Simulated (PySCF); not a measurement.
How methods differ on the interval between two levels of Mn+

Mn+ [Ar] 3d5 4s1 [7S3, M_J = 3] → Mn+ [Ar] 3d5 4p1 [7P4, M_J = 4], as a difference of total energies. All numbers are calculated (PySCF 2.14, the two-component X2C-1e Hamiltonian, in x2c-SVPall-2c with one added diffuse shell each of s, d type (6s5p4d1f, 48 functions)). Correlated levels: [Ne] frozen; the 6 highest virtual spinors dropped. "Screened" scales the spin-orbit matrix elements by Boettger's factors to mimic the two-electron term; Breit and QED terms are absent.

| method | interval between two levels (cm⁻¹) | error (cm⁻¹) |
| --- | --- | --- |
| GHF (spin-free) | 39902 | +1095 |
| GMP2 (spin-free) | 40090 | +1283 |
| GHF (screened spin-orbit) | 40132 | +1325 |
| GMP2 (screened spin-orbit) | 40325 | +1518 |

Reference: 38807 cm⁻¹ (measured; NIST Handbook of Basic Atomic Spectroscopic Data (Sansonetti and Martin, J. Phys. Chem. Ref. Data 34, 1559 (2005))).

Errors of the correlated levels include the incompleteness of this basis and the frozen core.

The labels give the starting determinants; with spin-orbit coupling the two ends relaxed to ⟨J²⟩ = 12.00, ⟨L²⟩ = 0.00, ⟨S²⟩ = 12.00 and ⟨J²⟩ = 20.00, ⟨L²⟩ = 2.00, ⟨S²⟩ = 12.00.
